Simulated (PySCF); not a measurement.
## UHF on Be+ (beryllium, charge +1)

Configuration: [He] 2p1, 2P determinant (an excited configuration). Computed with PySCF 2.14 in aug-cc-pVQZ-DK, with scalar relativity by spin-free X2C-1e.

```json
{
 "Total energy": "-14.133220 hartree",
 "One-electron energy": "-17.4534 hartree",
 "Hartree (Coulomb) energy": "5.8127 hartree",
 "Exchange energy": "-2.4925 hartree",
 "⟨S²⟩": "0.7500",
 "⟨L²⟩": "2.000",
 "Sum of ⟨r⟩": "3.201 bohr",
 "Sum of ⟨r²⟩": "7.271 bohr²",
 "Traceless quadrupole moment −½Σ⟨3z² − r²⟩ along its main axis": "-2.72 e·bohr²",
 "Langevin diamagnetic susceptibility": "-5.76 ×10⁻⁶ cm³/mol"
}
```

```
shell  electrons  mean orbital energy (hartree)  rms radius, mean of both spins (bohr)
 1s α          1                       -5.15158                                  0.484
 1s β          1                       -5.14157                                  0.484
 2p α          1                       -0.51986                                   2.61
```

Spin-orbit constants ζ (cm⁻¹) from the X2C one-electron operator on these orbitals: bare nucleus, nucleus screened by l(l+1)(2l+1)/3 electrons, and screened by the Breit-Pauli mean field of the electrons.

```json
{"shell": "2p", "bare": "10.92", "screened nucleus": "5.462", "mean field": "3.704"}
```

To first order the Landé constant is A = 3.704 cm⁻¹, so the lowest level has J = 1/2 and lies 0.000459 eV below the centre of the term.
